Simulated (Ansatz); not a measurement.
**Abstraction of Cl: BCl3 + C2H4ClSi → BCl2 + C2H4Cl2Si**

Species: BCl3 (boron trichloride) `ClB(Cl)Cl`, singlet; C2H4ClSi `C=C[SiH]Cl`, doublet; BCl2 `Cl[B]Cl`, doublet; C2H4Cl2Si `C=C[SiH](Cl)Cl`, singlet. A radical takes Cl: the energy is the difference in strength between the B–Cl bond broken and the Si–Cl bond made.

Shapes, held fixed at every level: PBE0-D4/def2-TZVP. Flexible molecules stand in one conformer, not always the lowest. Programs: Ansatz 0.2.0. The zero-point and thermal change to 298 K, harmonic and unscaled (PBE0-D4/def2-TZVP), is +0.9 kJ/mol.

| level | kind | ΔH(298 K) (kJ/mol) | less CCSD(T)/CBS estimate |
| --- | --- | --- | --- |
| HF/def2-TZVPP | Hartree–Fock | +15.2 | -9.3 |
| r2SCAN-D4/def2-TZVPP | meta-GGA | +31.2 | +6.7 |
| PBE0-D4/def2-TZVPP | global hybrid | +36.1 | +11.6 |
| wB97X-V/def2-TZVPP | range-separated hybrid | +29.7 | +5.2 |
| B2PLYP/def2-TZVPP | double hybrid | +31.3 | +6.8 |
| MP2/def2-SVP | perturbation theory | +34.9 | +10.4 |
| CCSD(T)/def2-TZVPP | coupled cluster or CI | +29.3 | +4.8 |
| CCSD(T)/CBS estimate | coupled cluster or CI | +24.5 | 0.0 |

The highest level, CCSD(T)/CBS estimate, gives ΔH(298 K) = +24.5 kJ/mol; the levels span +15.2 to +36.1. The column of differences is taken from that level and isn't an error. No measured value is set beside it here. Spin contamination: C2H4ClSi (⟨S²⟩ up to 0.87). Open shells run unrestricted unless RO is named. The CBS estimate extrapolates MP2 from def2-TZVPP and def2-QZVPP and adds CCSD(T) − MP2 in the triple-zeta set, cores frozen.
